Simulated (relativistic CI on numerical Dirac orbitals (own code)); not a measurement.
# Electric-dipole lines of Tm⁵⁴⁺

Calculated at this level of theory: Dirac-Coulomb-Breit CI, orbitals from a KLI potential per configuration, a model potential for QED, unscaled Slater integrals (own radial code, finite nucleus).

Configuration list (outside the closed core [Ne]): 3s2 3p3, 3s 3p4, 3s2 3p2 3d, 3p5, 3s 3p3 3d, 3p4 3d, 3s 3p2 3d2, 3s2 3p 3d 4p, 3p4 4s, 3s 3p2 3d 4s, 3s2 3p2 4s, 3p4 4p, 3s2 3p2 4p, 3s2 3p2 4d, 3p3 3d 4p, 3s 3p3 4s, 3s2 3p2 4f, 3s 3p3 4p, 3s 3p3 4d, 3s 3p3 4f, 3s2 3p2 5s, 3s2 3p2 5p, 3s2 3p 4s 4p, 3s2 3p2 5d, 3s2 3p2 5f, 3s2 3p2 5g, 3s 3p2 4s2, 3s 3p3 5s, 3s2 3p 3d2, 3s2 3d3, 3s 3p 3d3, 3s2 3d2 4s, 3s2 3d2 4p, 3s2 3d2 4d, 3p3 3d2, 3p2 3d3, 3p2 3d2 4s, 3p2 3d2 4p, 3p2 3d2 4d, 3s2 3p 3d 4s, 3s 3p 3d2 4s, 3s2 3d 4s2, 3s2 3d 4s 4p, 3s2 3d 4s 4d, 3s 3p2 3d 4p, 3s 3p 3d2 4p, 3s 3p 3d 4s 4p, 3s 3p 3d 4p2, 3s 3p 3d 4p 4d, 3p3 3d 4s, 3p2 3d 4s2, 3p2 3d 4s 4p, 3p2 3d 4s 4d, 3s2 3p 4s2, 3s 3p 3d 4s2, 3s2 4s2 4p, 3s2 4s2 4d, 3s2 3p 4p2, 3s2 3d 4p2, 3s2 4s 4p2, 3s2 4p3, 3s2 4p2 4d, 3s 3p2 4s 4p, 3s 3p 4s2 4p, 3s 3p 4s 4p2, 3s 3p 4s 4p 4d. Double excitations out of closed p, d and f shells are left out; levels of such configurations are missing from the list, as are those of other unlisted configurations, and high levels can miss mixing partners. These lack a partner that the ground configuration has and come out too high: 3s2 3p2 4f, 3s 3p3 4d, 3s 3p3 4f, 3s2 3p2 5s, 3s2 3p2 5p.

| λ vac (nm) | Lower | Upper | A (s⁻¹) | log gf | S velocity/length |
| --- | --- | --- | --- | --- | --- |
| 2.4585 | 3s2 3p2 3d 2D_3/2 [2] | 3s2 3p 3d2 4F°_3/2 [45] | 2.78e+12 | 0.00 | 0.99 |
| 2.4614 | 3s2 3p2 3d 2D_5/2 [6] | 3s2 3p 3d2 2P°_3/2 [63] | 3.11e+12 | 0.05 | 0.91 |
| 2.4725 | 3s2 3p2 3d 2D_3/2 [2] | 3s2 3p 3d2 4D°_1/2 [44] | 2.45e+12 | -0.35 | 0.88 |
| 2.4796 | 3s2 3p2 3d 2G_7/2 [13] | 3s2 3p 3d2 2G°_7/2 [120] | 1.40e+12 | 0.01 | 1.00 |
| 2.4905 | 3s2 3p3 2P°_3/2 [1] | 3s2 3p2 3d 2D_3/2 [16] | 3.57e+12 | 0.12 | 1.01 |
| 2.4914 | 3s2 3p3 2P°_3/2 [1] | 3s2 3p2 3d 2P_1/2 [15] | 2.56e+12 | -0.32 | 0.99 |
| 2.4929 | 3s2 3p2 3d 2D_5/2 [6] | 3s2 3p 3d2 2F°_7/2 [62] | 2.03e+12 | 0.18 | 1.00 |
| 2.5017 | 3s2 3p3 4S°_3/2 [3] | 3s2 3p2 3d 4P_1/2 [53] | 2.79e+12 | -0.28 | 0.99 |
| 2.5051 | 3s2 3p2 3d 4D_7/2 [17] | 3s2 3p 3d2 4F°_7/2 [138] | 1.48e+12 | 0.05 | 1.01 |
| 2.5056 | 3s2 3p2 3d 2D_5/2 [6] | 3s2 3p 3d2 4D°_5/2 [61] | 2.91e+12 | 0.22 | 1.01 |
| 2.5085 | 3s2 3p3 4S°_3/2 [3] | 3s2 3p2 3d 2D_3/2 [51] | 1.63e+12 | -0.21 | 1.00 |
| 2.5167 | 3s2 3p2 3d 2F_7/2 [23] | 3s2 3p 3d2 2G°_9/2 [148] | 1.37e+12 | 0.11 | 1.01 |
| 2.5299 | 3s 3p4 4P_5/2 [7] | 3s 3p3 3d 4P°_3/2 [85] | 1.64e+12 | -0.20 | 0.98 |
| 2.5373 | 3s2 3p3 2P°_3/2 [1] | 3s2 3p2 3d 2D_5/2 [14] | 1.97e+12 | 0.06 | 1.03 |
| 2.5522 | 3s2 3p3 2P°_1/2 [5] | 3s2 3p2 3d 2D_3/2 [57] | 1.79e+12 | -0.16 | 1.02 |
| 2.5726 | 3s 3p4 4P_5/2 [7] | 3s 3p3 3d 4D°_7/2 [83] | 9.95e+11 | -0.10 | 1.04 |
| 2.5747 | 3s 3p4 4P_5/2 [7] | 3s 3p3 3d 4P°_5/2 [82] | 1.41e+12 | -0.08 | 1.01 |
| 2.5749 | 3s2 3p2 3d 2G_9/2 [20] | 3s2 3p 3d2 2H°_11/2 [137] | 1.09e+12 | 0.11 | 1.02 |
| 2.5832 | 3s2 3p3 2D°_5/2 [4] | 3s2 3p2 3d 2F_5/2 [49] | 1.28e+12 | -0.11 | 1.00 |
| 2.5844 | 3s2 3p3 2D°_5/2 [4] | 3s2 3p2 3d 2F_7/2 [48] | 1.33e+12 | 0.03 | 1.04 |
| 2.5994 | 3s2 3p2 3d 2G_9/2 [20] | 3s2 3p 3d2 4G°_9/2 [136] | 1.90e+12 | 0.28 | 1.01 |
| 2.6801 | 3s2 3p2 3d 2D_3/2 [2] | 3s2 3p 3d2 4G°_5/2 [36] | 1.10e+12 | -0.15 | 1.00 |
| 2.8251 | 3s2 3p2 3d 2G_7/2 [13] | 3s 3p3 3d 2F°_5/2 [93] | 1.40e+12 | 0.00 | 0.93 |
| 2.8435 | 3s2 3p3 2D°_5/2 [4] | 3s 3p4 2P_3/2 [41] | 1.23e+12 | -0.23 | 0.97 |
| 2.8546 | 3s2 3p2 3d 2G_7/2 [13] | 3s 3p3 3d 2G°_7/2 [91] | 8.78e+11 | -0.07 | 0.99 |
| 2.8710 | 3s2 3p2 3d 2D_3/2 [2] | 3s 3p3 3d 2F°_5/2 [31] | 6.86e+11 | -0.29 | 1.01 |
| 2.9372 | 3s2 3p2 3d 2D_5/2 [6] | 3s 3p3 3d 2F°_7/2 [42] | 5.53e+11 | -0.24 | 1.00 |
| 2.9896 | 3s2 3p3 2D°_5/2 [4] | 3s 3p4 2D_5/2 [35] | 6.90e+11 | -0.26 | 0.99 |
| 4.1124 | 3s2 3p3 4S°_3/2 [3] | 3s2 3p2 3d 2D_5/2 [22] | 4.89e+11 | -0.13 | 1.04 |
| 4.2669 | 3s2 3p3 2D°_5/2 [4] | 3s2 3p2 3d 2F_7/2 [23] | 3.51e+11 | -0.12 | 1.06 |

Terms are leading LS components. Brackets give the number of a level in order of energy, since labels repeat. The list gives strong lines, with weight on those to low levels, among the lowest 400 of 7833 levels, so that lines to higher ones, which can be the strongest, are missing. Levels whose partners in the same complex of configurations lie outside the list can be far off, and so can their lines. Rates are taken at the computed energies, electric ones in the length gauge. A velocity-to-length ratio far from 1 marks an uncertain rate.

At this charge energies of transitions that change n are usually good to better than 1 %, and those within a shell (Δn = 0) to a few per cent.

LS names give the leading component of a level, which can be under half, so a name can repeat, a term be missing and a line seem to break the LS rules.
